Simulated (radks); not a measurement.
Task: The nickel ion Ni17+, [Ne] 3s1. All-electron calculation, non-relativistic Kohn-Sham, exchange-only B88, spin-polarised, spherical densities, point nucleus. Program: a radial shooting solver on a logarithmic mesh with Libxc functionals. Every spin shell is full or empty, so the densities are truly spherical. Functionals are evaluated on that one density, not self-consistently. Rank these orbital-free kinetic functionals by their error against the exact value of the orbitals, and give that value: Thomas-Fermi, von Weizsacker, TF + vW/9, APBEK, Perdew 92, Pearson, PG1, DePristo-Kress.

Result: Exact: 1360.13 hartree. From best to worst, with 100 (|E| - |E exact|)/|E exact| (equal figures are ties): Perdew 92 -0.24, TF + vW/9 -0.25, DePristo-Kress +0.39, APBEK +0.52, Pearson -1.16, Thomas-Fermi -6.62, PG1 +23.55, von Weizsacker -42.68.
